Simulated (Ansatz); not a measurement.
`[SiH3][SiH]1C=CS1` + `N=C([SiH3])S` → `N=C([SiH3])S[SiH3]` + `C1=CS[SiH2]1`  (cleavage of the Si–Si bond)

Calculated with Ansatz (gas phase, PBE0-D4/def2-TZVP geometries, no zero-point term in ΔE). CCSD(T)/CBS adds triple-zeta CCSD(T) − MP2 to the extrapolated MP2 energy (def2 sets, frozen cores). DFT in def2-TZVPP. One conformer a species, not always the lowest.

(1) Is it downhill or uphill in electronic energy at CCSD(T)/CBS, and by how much? (Estimate.)

(2) What do these levels give: PBE0-D4, ωB97M-V, B2PLYP, r2SCAN, PBE0, SCS-MP2/def2-TZVPP, CCSD/def2-TZVPP, CCSD(T)/def2-TZVPP, HF/def2-QZVPP, SCS-MP2/def2-QZVPP, HF/CBS(def2), CCSD/CBS(def2)? (Best estimate.)

Largest T1 diagnostic among the species: 0.014.

## Answers

(1) Ansatz gave: Downhill: ΔE = -10.3 kcal/mol.

(2) Ansatz gave: PBE0-D4 -8.4, ωB97M-V -11.0, B2PLYP -9.9, r2SCAN -9.2, PBE0 -8.0, SCS-MP2/def2-TZVPP -11.3, CCSD/def2-TZVPP -9.8, CCSD(T)/def2-TZVPP -9.8, HF/def2-QZVPP -11.3, SCS-MP2/def2-QZVPP -11.6, HF/CBS(def2) -11.3, CCSD/CBS(def2) -10.3 kcal/mol.

From PBE to PBE0 (25 % exact exchange), in def2-TZVPP and without D4, ΔE moves by −0.9 kcal/mol.
